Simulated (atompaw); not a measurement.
**cerium: one change to a PAW (atompaw) potential, before and after**

cerium, PAW, made with atompaw 4.2.0.5 (PBEsol, scalar-relativistic). Core [Kr] 4d10 5s2, reference 4f1 5p6 5d1 6s0 6p0 (charge +2). Waves: 6s (bound, empty): rc 3.00 bohr; 6s channel at 0.3 Ry: rc 3.00 bohr; 5p (bound): rc 2.55 bohr; 6p (bound, empty): rc 3.00 bohr; 5d (bound): rc 3.00 bohr; 5d channel at 0.65 Ry: rc 3.00 bohr; 4f (bound): rc 1.25 bohr; 4f channel at -0.8 Ry: rc 1.25 bohr. Local part: bessel scheme, radius 2.80 bohr. Core correction: smooth core density matched at 2.90 bohr. Augmentation charge: besselshape compensation charge, radius 2.15 bohr; PAW radius 3.00 bohr; waves and projectors: custom rrkj vanderbiltortho.

All-electron outer shells of the reference configuration (PBEsol, scalar-relativistic, ld1.x):

| shell | level (eV) | outermost node (bohr) | outermost maximum (bohr) |
| --- | --- | --- | --- |
| 4d | -123.26 | 0.31 | 0.66 |
| 5s | -53.40 | 0.75 | 1.37 |
| 5p | -35.94 | 0.81 | 1.55 |
| 4f | -18.22 | – | 0.71 |
| 5d | -14.82 | 0.92 | 2.10 |
| 6s | -13.62 | 1.79 | 3.37 |
| 6p | -9.91 | 2.08 | 4.06 |

Change: core [Kr] 4d10, valence charge 12; reference 4f1 5s2 5p6 5d1 6s0 6p0; waves now 5s (bound): rc 2.85 bohr; 6s (bound): rc 2.70 bohr; 5p (bound): rc 2.95 bohr; 6p (bound): rc 3.00 bohr; 5d (bound): rc 3.00 bohr; 5d channel at 1.4 Ry: rc 3.00 bohr; 4f (bound): rc 1.90 bohr; 4f channel at 2.85 Ry: rc 1.90 bohr; local potential bessel scheme, radius 2.60 bohr; augmentation besselshape compensation charge, radius 2.60 bohr; PAW radius 3.00 bohr; waves and projectors: custom rrkj vanderbiltortho.

Cutoffs: the cutoffs (Ry, on a coarse ladder) from which the occupation-weighted sum of valence levels, in a spherical-Bessel basis at the reference potential, stays within 10 and 1 mRy of its value at 400 Ry; they do not see the model core or the augmentation charge, which bear on the density cutoff.

**Question.** What does the change do?

**Answer.** The potential gets softer (80 Ry and 120 Ry → 35 Ry and 40 Ry); the bound ghost in s disappears; the range in which the p phases agree narrows (upper end 3.0 → 0.1); the range in which the d phases agree widens (upper end 1.8 → at the end of the scan). Several settings change at once here, so the effects cannot be laid on one of them.

| quantity | base | changed |
| --- | --- | --- |
| cutoff, loose | 80 Ry | 35 Ry |
| cutoff, tight | 120 Ry | 40 Ry |
| bound ghosts | s | none |
| s: phases at 3.01 bohr within 0.05 rad from the reference energy up to (Ry; the scan ends near 5) | 2.9 | 3.2 |
| p: phases at 3.01 bohr within 0.05 rad from the reference energy up to (Ry; the scan ends near 5) | 3.0 | 0.1 |
| d: phases at 3.01 bohr within 0.05 rad from the reference energy up to (Ry; the scan ends near 5) | 1.8 | to the end of the scan |
| f: phases at 3.01 bohr within 0.05 rad from the reference energy up to (Ry; the scan ends near 5) | 3.2 | -0.4 |
| lowest overlap eigenvalue by channel | s 0.69, p 0.10, d 0.24, f 1.00 | s 0.02, p 0.11, d 0.83, f 0.94 |

 A true bound ghost makes a file unfit for plane-wave use even where its test errors are small: the radial tests pick states by their node count and pass the ghost by. The cutoffs see the waves, projectors and local potential, not the compensation charge or the core.
